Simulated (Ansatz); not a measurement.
Reaction (atomization): `CC[SiH2]O[SiH3]` → 2 C• + 10 H• + O• + 2 Si•

Computed with Ansatz on PBE0-D4/def2-TZVP structures; ΔE is electronic, products minus reactants. CBS: MP2 limit from def2 TZ/QZ plus the TZ coupled-cluster correction, frozen cores. This one scheme is used for every species, atoms too. DFT in def2-TZVPP. No spin–orbit coupling; open shells (•) take unrestricted orbitals. Spin–orbit coupling would lower the free atoms: a little for C, O, Si. Each species was taken in one conformer, which may not be the lowest.

CCSD(T)/CBS gives +56.28 eV.

Problem. Another level gave +55.24 eV. Which?
A. ωB97X-V/def2-TZVPP
B. PBE0/def2-TZVPP
C. MP2/def2-TZVPP
D. r2SCAN/def2-TZVPP

Solution. C. MP2/def2-TZVPP 55.24, r2SCAN 56.03, PBE0 55.45, ωB97X-V 56.38 eV.

Largest T1 diagnostic among the species: 0.012.

In def2-TZVPP, CCSD(T) changes the Hartree–Fock value by +12.06 eV (the triples alone add +0.54 eV) and MP2 by +12.37 eV; breaking electron pairs costs correlation energy, which Hartree–Fock lacks. From PBE to PBE0 (25 % exact exchange), in def2-TZVPP and without D4, ΔE moves by −0.33 eV: exact exchange takes away binding that semilocal exchange gives to molecules.

For atomizations the MP2-based limit and the directly extrapolated one differ by several kJ/mol either way, and by 10 to 25 for some Ge, Se and Sn compounds, so smaller differences from it don't rank the levels.
